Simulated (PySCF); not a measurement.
Sn(F)4 cation (F4Sn), SMILES [F][Sn]([F])([F])[F] (connectivity only; charge and spin as stated), charge +1, multiplicity 2. Atoms are numbered in the order given.

```xyz
5

F     -1.0141     0.0000     1.5475
Sn     0.0000     0.0000    -0.1871
F      0.0000     1.6702    -1.0278
F      1.0141     0.0000     1.5475
F      0.0000    -1.6702    -1.0278
```
Charge +1, spin multiplicity 2.

Geometry: PBE0-D3(BJ)/def2-SVP. The spin state was assumed, not searched. The isomer is the one that the SMILES or the coordinates give; other isomers of the formula were not compared. The def2 effective core potentials stand for the cores of Sn; spin–orbit coupling is left out.

Calculation: PySCF with CAM-B3LYP/def2-TZVP.

ESP charges are fitted to the potential on shells at 1.4 to 2.0 van der Waals radii. Atomic charges (e):

```tsv
atom	ESP fit	Mulliken	Mulliken spin
F1	-0.09	[?]	0.52
Sn2	1.70	[?]	-0.03
F3	-0.26	[?]	-0.01
F4	-0.09	[?]	0.52
F5	-0.26	[?]	-0.01
```

### Question
Some entries are withheld; supply them. (The exact figures need the calculation; the answer reports its results.)

### Answer

- F1, Mulliken: -0.12
- Sn2, Mulliken: 1.80
- F3, Mulliken: -0.28
- F4, Mulliken: -0.12
- F5, Mulliken: -0.28
